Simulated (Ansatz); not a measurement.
Ansatz (a first-principles code) input (B3LYP-D3(BJ)/def2-TZVP):

Ansatz 0.2 input:
```yaml
crystal:
  periodic: [false, false, false]
  atoms:
    - {symbol: Re, position_ang: [0.28803747, -0.06405307, 0.10061906]}
    - {symbol: O, position_ang: [1.33919543, -0.64004838, -1.03753373]}
    - {symbol: O, position_ang: [0.50356889, 0.27158326, 1.70467521]}
    - {symbol: Cl, position_ang: [-0.67966565, 1.69795759, -0.78018009]}
    - {symbol: Cl, position_ang: [-1.52055582, -1.29964978, -0.03965906]}
basis:
  gaussian:
    orbitals: def2-TZVP
hamiltonian:
  xc: b3lyp
  dispersion: d3bj
magnetization: {spin_polarized: true, initial_magnetization: 1}
relax: {f_tol: 0.002, max_steps: 150}
```

End of the output:

```
reference -31277.96301928 eV, -1149.4439399938 hartree; 33, 32 occupied and 143, 144 virtual orbitals, 1205 factors
relax step   7: F+E_penalty+E_count = -31278.30878537 eV  Δ(F+E_penalty+E_count) = -6.736e-6 eV  max|allowed force component| = 6.109e-5 eV/Å  Δτ_max = 0.0005 Å  (42 SCF iters, accepted)
integrals: 0.11 GiB planned
1205 factors; their error is unknown
mean field: 1.34 GiB planned
mean field -31277.96276204 eV, -1149.4439305405 hartree, gradient 2.5e-5 eV, S^2 0.754022; 3 other end points of the search recorded, 0 dependent functions left out
the calculation of the forces begins
reference -31277.96301928 eV, -1149.4439399938 hartree; 33, 32 occupied and 143, 144 virtual orbitals, 1205 factors
Total energy: -31278.30904260 eV, -1149.4566561163 hartree
Atom 0 at     0.216116    -0.050471     0.074178 Å, force     0.000061     0.000053     0.000001 eV/Å
Atom 1 at     1.443984    -0.644490    -0.936313 Å, force    -0.000016    -0.000031    -0.000040 eV/Å
Atom 2 at     0.642710     0.229769     1.693157 Å, force    -0.000039    -0.000003     0.000035 eV/Å
Atom 3 at    -0.744932     1.788248    -0.830029 Å, force     0.000008     0.000039    -0.000009 eV/Å
Atom 4 at    -1.627299    -1.357267    -0.053071 Å, force    -0.000014    -0.000059     0.000014 eV/Å
Dipole moment:    -0.126104     0.023913    -0.046378 e Å
```

The spin state was set by rule; other spins were not relaxed.
